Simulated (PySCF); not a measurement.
**Assigning NMR signals**

Bonds (- single, = double, # triple, : aromatic): Si1-C2, C2-Si3, C2-Si4, C2-C5, C5=C6, C6-C7, C7-C5. Si1 carries H8, H9, H10; Si3 carries H11, H12, H13; Si4 carries H14, H15, H16; C6 carries H17; C7 carries H18, H19.

- σ from GIAO-PBE0/pcSseg-1
- GFN2-xTB structure
- program: PySCF
- no solvent, single conformer, relativity neglected, averaged over atoms made equivalent by symmetry, fast rotation or ring inversion

Shifts are taken against calculated references (same method and geometry level): ¹³C (σ = 186.93 ppm) and ¹H (σ = 31.72 ppm) against TMS.

Task: Assign these signals to the numbered atoms. ¹³C{¹H} NMR (computed): δ 128.0, 102.6, 8.1, -1.7.

Result: 
128.0 → C5, fully substituted alkene carbon: the olefinic region
102.6 → C6, alkene CH: the olefinic region
8.1 → C7, three-membered-ring carbon: carbons of three-membered rings are unusually shielded
-1.7 → C2, allylic fully substituted sp3 carbon bonded to 3 Si: an electropositive neighbour leaves it electron-rich and shielded

Task: Assign these signals to the numbered atoms. ¹H NMR (400 MHz, computed): δ 6.49 (t, 1H), 4.11 (s, 9H), 1.09 (m, 2H).

Result: 
```tsv
δ (ppm)	atoms	environment	reason
6.49	H17	hydrogen on an alkene CH	a vinylic proton, deshielded by the sp2 carbon and the C=C anisotropy
4.11	H8/H9/H10/H11/H12/H13/H14/H15/H16	hydrogen on a silicon bonded to C	–
1.09	H18/H19	hydrogen on a three-membered-ring carbon	cyclopropane-type protons are shielded by the ring
```

Shifts are as computed. Against solution values, carbons near 30 ppm lie about +3 ppm off and those near 130 ppm about +5 ppm. Of 1211 compounds with measured shifts, 218 miss one by over three times the rms of a fit or turn the order of signals round; such compounds aren't used in these exercises. Multiplicities follow the n + 1 count of equivalent neighbours, as no J values were calculated; m marks all less simple cases, F and P coupling included.
